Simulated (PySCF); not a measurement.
# [Nd(PH3)]3+ at several levels of theory

Computed with PySCF 2.14.0 (density fitting, no spin-orbit coupling) at the geometry relaxed with PBE:

```xyz
5
[Nd(PH3)]3+ (singlet in the valence; each metal's 4f electrons, 3 of them, lie in its core potential, out of spins and levels)
Nd    0.0000    0.0000   -0.4852
P     0.0000    0.0000    2.5096
H     1.3386    0.0000    3.0428
H    -0.6693    1.1593    3.0428
H    -0.6693   -1.1593    3.0428
```

```
level                                                 basis    state  HOMO (eV)  gap (eV)  charge on Nd1 (e)  population of f-type functions on Nd1 (polarisation alone where 4f lies in the core)  dipole about the centre of mass (D)  largest force component (eV/Å)
  PBE     Nd lcecp-1-SVP with ECP49, P def2-SVP, H def2-SVP  singlet     -22.87      2.43               2.26                                                                                  0.01                                 2.69                            0.01
  PBE  Nd lcecp-1-TZVP with ECP49, P def2-TZVP, H def2-TZVP  singlet     -22.75      2.34               2.32                                                                                  0.01                                 2.75                            0.18
```

In the lcecp rows the 4f levels are missing from HOMO and gap, and the state counts the valence alone.

Charges are Mulliken's, which hang on the basis. The relaxation used the grid (50, 194), these runs (75, 302) or, all-electron (x2c bases, spin-free X2C Hamiltonian), (99, 590).

Task: Order these levels, in the first row's basis, by the HOMO–LUMO gap they give here, smallest first.
A. revPBE
B. CAM-B3LYP
C. B3LYP
D. r2SCAN

Result: A (2.45 eV), D (3.20 eV), C (3.79 eV), B (6.51 eV).

Task: And their other results?

Result: 
```json
{"level": "revPBE", "state": "singlet", "HOMO (eV)": "-22.84", "gap (eV)": "2.45", "charge on Nd1 (e)": "2.26", "population of f-type functions on Nd1 (polarisation alone where 4f lies in the core)": "0.01", "dipole about the centre of mass (D)": "2.63", "largest force component (eV/Å)": "0.10"}
{"level": "B3LYP", "state": "singlet", "HOMO (eV)": "-23.61", "gap (eV)": "3.79", "charge on Nd1 (e)": "2.28", "population of f-type functions on Nd1 (polarisation alone where 4f lies in the core)": "0.01", "dipole about the centre of mass (D)": "2.20", "largest force component (eV/Å)": "0.37"}
{"level": "r2SCAN", "state": "singlet", "HOMO (eV)": "-23.00", "gap (eV)": "3.20", "charge on Nd1 (e)": "2.32", "population of f-type functions on Nd1 (polarisation alone where 4f lies in the core)": "0.01", "dipole about the centre of mass (D)": "2.17", "largest force component (eV/Å)": "0.25"}
{"level": "CAM-B3LYP", "state": "singlet", "HOMO (eV)": "-24.94", "gap (eV)": "6.51", "charge on Nd1 (e)": "2.30", "population of f-type functions on Nd1 (polarisation alone where 4f lies in the core)": "0.01", "dipole about the centre of mass (D)": "1.73", "largest force component (eV/Å)": "0.36"}
```

In the first row's basis the gap widens with exact exchange: 2.4 to 3.2 eV for PBE, revPBE, r2SCAN (none); 3.8 eV for B3LYP (a fixed share); 6.5 eV for CAM-B3LYP (rising or full at long range).

An lcecp potential fixes the number of 4f electrons, so in runs with it no electron can move into or out of that shell.
